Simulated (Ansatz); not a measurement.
C2H6Mg, charge -1, doublet, at a GFN2-xTB geometry (such geometries of metal compounds can be far from the true shape) (a state made from the parent by changing its charge; the spin is typed, not shown lowest) (a gas-phase anion, which may not be bound at this level); PBE/3-21G run with Ansatz (a first-principles code).

Input for Ansatz:
Ansatz 0.2 input:
```yaml
crystal:
  periodic: [false, false, false]
  atoms:
    - {symbol: Mg, position_ang: [0.00908037, 0.00925639, 0.01294791]}
    - {symbol: C, position_ang: [1.74983068, 0.27008592, -1.43459595]}
    - {symbol: H, position_ang: [2.50975584, -0.53302003, -1.37360574]}
    - {symbol: H, position_ang: [2.32099919, 1.20740967, -1.28842028]}
    - {symbol: H, position_ang: [1.44807111, 0.28951405, -2.49986139]}
    - {symbol: C, position_ang: [-1.75988467, -0.28033481, 1.42025972]}
    - {symbol: H, position_ang: [-2.34258660, -1.20136949, 1.22435071]}
    - {symbol: H, position_ang: [-2.50595139, 0.53689823, 1.37903060]}
    - {symbol: H, position_ang: [-1.47892863, -0.34901579, 2.48914849]}
basis:
  gaussian:
    orbitals: 3-21G.json
    point_charges:
      - {charge: -1.0, position_ang: [-1.1351, -5.8155, -0.1083]}
hamiltonian:
  xc: pbe
total_charge: -1
magnetization: {spin_polarized: true, initial_magnetization: 1}
```
The basis file holds 3-21G in the JSON format of the Basis Set Exchange.

It wrote (shortened):

```
Functional definition: PBE
501 factors; integrals over basis functions are off by at most 1.1e-3 eV
mean field evaluation 1: about -7557.7128 eV, gradient 3.0e1 eV
mean field evaluation 2: about -7544.9880 eV, gradient 5.2e1 eV
mean field evaluation 4: about -7562.5215 eV, gradient 6.0e-1 eV
mean field evaluation 8: about -7562.4796 eV, gradient 3.3e-2 eV
mean field evaluation 16: about -7562.4795 eV, gradient 4.9e-4 eV
mean field evaluation 32: about -7562.4708 eV, gradient 8.6e-1 eV
mean field -7562.47954011 eV, -277.9159970661 hartree, gradient 1.4e-5 eV, S^2 0.751620; 4 other end points of the search recorded, 0 dependent functions left out
reference -7562.47959216 eV, -277.9159989790 hartree; 16, 15 occupied and 27, 28 virtual orbitals, 501 factors
Total energy: -7562.47959216 eV, -277.9159989790 hartree
```
